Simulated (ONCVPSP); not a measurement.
# Pseudopotential generation for Mg: ONCV, PBE, scalar-relativistic.

* Element: magnesium (Mg)
* Generator: ONCVPSP 4.0.1
* Type: optimised norm-conserving Vanderbilt (ONCV)
* Functional: PBE
* Relativity: scalar-relativistic
* Frozen core: [He]
* Valence charge: 10
* Reference configuration: 2s2 2p6 (charge +2)
* Partial waves: 2s: rc 0.60 bohr, ncon 4, nbas 8, qcut 13 1/bohr, 2 projectors, debl 1.5 Ha; 2p: rc 0.70 bohr, ncon 4, nbas 7, qcut 23 1/bohr, 3 projectors, debl 3.5 Ha
* Local potential: polynomial inside 0.55 bohr (lpopt 3, dvloc0 4 Ha)
* Core correction: none

In the s channel the program set the typed energies aside and used -3.674, 0.250 Ha.

All-electron outer shells of the reference configuration (PBE, scalar-relativistic, ld1.x):

```
shell  level (eV)  outermost node (bohr)  outermost maximum (bohr)
   2s      -99.97                   0.18                      0.54
   2p      -66.71                      –                      0.48
```

(1) Estimate the cutoffs (Ha) at which the residual kinetic energy of the hardest occupied pseudo-wave falls to 1 and 0.1 mHa per electron.

(2) What does a ghost test show?

(3) Tests: 2s2 2p6 3s2; 2s2 2p6 3s1; 2s2 2p6 3s1.5; 2s2 2p6 3p2. Which has the largest error in its energy relative to the reference configuration, and how large is it?

Results:

(1) 161 Ha and 443 Ha.

(2) No bound ghost flagged; no localised positive-energy state flagged.

(3) 2s2 2p6 3s2, with +0.6 meV (all-electron minus pseudo) on -22.99 eV.
